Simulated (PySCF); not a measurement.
Compound: methyl-1,2-dimethylpropylamine, C6H15N.
Numbering: `[CH3:1][NH:2][C@H:3]([CH3:4])[CH:5]([CH3:6])[CH3:7]` (hydrogens: H8, H9, H10 on C1; H11 on N2; H12 on C3; H13, H14, H15 on C4; H16 on C5; H17, H18, H19 on C6; H20, H21, H22 on C7)

Method: PySCF 2.14.0, PBE0-D3(BJ)/def2-SVP geometry optimisation, gas phase; density fitting, grid level 2; the optimiser is geomeTRIC in internal coordinates, started from a GFN2-xTB structure.

Step 0: E = -7942.0610 eV
```
atom  x, y, z in Å  |  force x, y, z in eV/Å
C1     -2.3165   -1.3191    0.2761    0.509   0.255  -0.430
N2     -1.1123   -0.9342   -0.4249   -0.166   0.039   0.280
C3     -0.3588    0.1617    0.1685   -0.025   0.127  -0.918
C4     -1.0163    1.5291   -0.0617    0.207  -0.676   0.302
C5      1.0768    0.1108   -0.3912    0.144  -0.211   0.890
C6      1.9572    1.2240    0.1718   -0.387  -0.373  -0.454
C7      1.7029   -1.2479   -0.0833   -0.221   0.473  -0.361
H8     -2.7499   -2.1827   -0.2274   -0.248  -0.320  -0.068
H9     -2.0483   -1.6111    1.2917   -0.022  -0.159   0.370
H10    -3.0863   -0.5348    0.3365   -0.280   0.193   0.102
H11    -1.3252   -0.7130   -1.3930    0.021   0.002  -0.129
H12    -0.3157   -0.0351    1.2467    0.074  -0.048   0.294
H13    -0.9393    1.8134   -1.1102    0.029   0.153  -0.434
H14    -0.5478    2.2975    0.5456    0.162   0.427   0.206
H15    -2.0698    1.4885    0.2080   -0.425   0.053   0.101
H16     1.0170    0.2265   -1.4795   -0.088   0.057  -0.344
H17     1.6309    2.2034   -0.1667   -0.078   0.474  -0.074
H18     1.9401    1.2067    1.2595    0.033   0.027   0.501
H19     2.9847    1.0805   -0.1551    0.448   0.017  -0.086
H20     1.0485   -2.0437   -0.4253   -0.241  -0.341  -0.094
H21     1.8501   -1.3577    0.9888    0.100  -0.088   0.502
H22     2.6676   -1.3434   -0.5757    0.456  -0.080  -0.152
```

Question: Estimate the geometry and energy of step 1. (The exact step hangs on the optimiser's Hessian estimate; all steps are aligned on step 0, rigid shifts and turns removed.)

Answer: E = -7942.1256 eV, largest force 0.171 eV/Å
```
atom  x, y, z in Å  |  force x, y, z in eV/Å
C1     -2.3467   -1.2932    0.2494   -0.060  -0.058   0.097
N2     -1.1285   -0.9429   -0.4290    0.062   0.045  -0.093
C3     -0.3552    0.1411    0.1544    0.007  -0.030   0.168
C4     -1.0128    1.5076   -0.0330   -0.018   0.069  -0.038
C5      1.0894    0.0923   -0.3766   -0.066   0.037  -0.146
C6      1.9482    1.2366    0.1469    0.057   0.035   0.050
C7      1.7392   -1.2495   -0.0715    0.019  -0.078   0.041
H8     -2.8249   -2.1482   -0.2551    0.014   0.035   0.005
H9     -2.1120   -1.6180    1.2783   -0.031   0.007  -0.045
H10    -3.1100   -0.4870    0.3306    0.040  -0.015  -0.012
H11    -1.3062   -0.7454   -1.4124    0.015  -0.022   0.016
H12    -0.3038   -0.0702    1.2433   -0.005   0.020  -0.073
H13    -0.9671    1.8142   -1.0936   -0.012  -0.002   0.040
H14    -0.5326    2.2971    0.5647   -0.005  -0.031  -0.018
H15    -2.0730    1.4775    0.2635    0.024  -0.006  -0.007
H16     1.0188    0.1974   -1.4804    0.014  -0.013   0.071
H17     1.6013    2.2253   -0.1886   -0.009  -0.029   0.004
H18     1.9608    1.2394    1.2517    0.007   0.011  -0.040
H19     2.9906    1.1228   -0.1913   -0.029   0.006   0.010
H20     1.0909   -2.0730   -0.4004    0.010   0.005   0.003
H21     1.9040   -1.3622    1.0150   -0.009   0.006  -0.042
H22     2.7191   -1.3424   -0.5666   -0.025   0.008   0.010
```

The energy changes by -0.0646 eV. The first-order estimate −F·Δx gives -0.1406 eV and the mean of the old and new forces, exact on a quadratic surface, -0.0643 eV. The step makes an angle of 75° with the force vector and moves no atom by more than 0.087 Å.

The cost below is that of the whole optimisation. Hardware: Arm Neoverse V2, one thread, no GPU, shared host with 96 logical CPUs at a one-minute load of 21. Cost: 68 s, 0.80 GiB resident at most.
